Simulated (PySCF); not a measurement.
Species: C2H6OSi.
InChI=1S/C2H6OSi/c1-2(3)4/h1,4H3

The closed-shell ground state was solved at several levels (PySCF, density fitting, gas phase, non-relativistic). Isolated species at its PBE0-D3(BJ)/def2-SVP geometry, gas phase.

| level | basis functions | total energy (Eh) | HOMO (eV) | LUMO (eV) | gap (eV) | dipole (D) |
| --- | --- | --- | --- | --- | --- | --- |
| PBE0/pcSseg-1 | 105 | -444.1866 | -6.98 | -1.20 | 5.78 | 2.51 |
| PBE/pcSseg-2 | 235 | -444.2562 | -5.59 | -2.44 | 3.15 | 2.40 |

Q: What might CAM-B3LYP/def2-SVPD (135 basis functions) give for the same quantities?

A: Total energy -444.2527 Eh, HOMO -8.45 eV, LUMO -0.13 eV, gap 8.32 eV, dipole 2.72 D.

Q: Over all these levels, which gives the widest orbital gap and which the narrowest?

A: CAM-B3LYP/def2-SVPD (range-separated hybrid) has the widest, 8.32 eV, and PBE/pcSseg-2 (GGA) the narrowest, 3.15 eV. Functional and basis both differ between the two, so the spread mixes both effects.

Q: How far do the dipole and the HOMO energy spread over the levels?

A: The dipole runs from 2.40 to 2.72 D (mean 2.54 D) and the HOMO from -8.45 to -5.59 eV.
